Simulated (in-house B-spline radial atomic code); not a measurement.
The boron ion B²⁺ is squeezed into an impenetrable sphere of radius R (the orbitals vanish at R). No spin polarisation. Computed with a B-spline radial code for spherical atoms: scalar-relativistic (X2C) PBE, spherical fractional occupations, Fermi nucleus of rms radius 2.406 fm.

Energies in eV above the free ion in [He] 2s1:

```tsv
R (bohr)	highest level (eV)	[He] 2s1	[He] 2p1
7.57	-31.5	3.825e-05	5.981
6.91	-31.5	0.0002265	5.981
5	-31.4	0.02875	6.035
3.9	-30.9	0.3648	6.46
3.41	-30	1.053	7.175
2.87	-27.2	3.259	9.16
2.71	-25.7	4.536	10.22
2.34	-19.8	9.758	14.25
1.91	-3.71	24.39	24.39
1.25	94.4	118.7	80.54
```

Q: Does [He] 2p1 fall below [He] 2s1 under compression?

A: Yes, between R = 2.34 and 1.91 bohr the order changes (near 1.91 bohr by linear interpolation).

The highest level is first positive in the row R = 1.25 bohr, pushed up by confinement above the zero of the free ion's potential. Each configuration is held fixed and needn't be the lowest in the sphere.
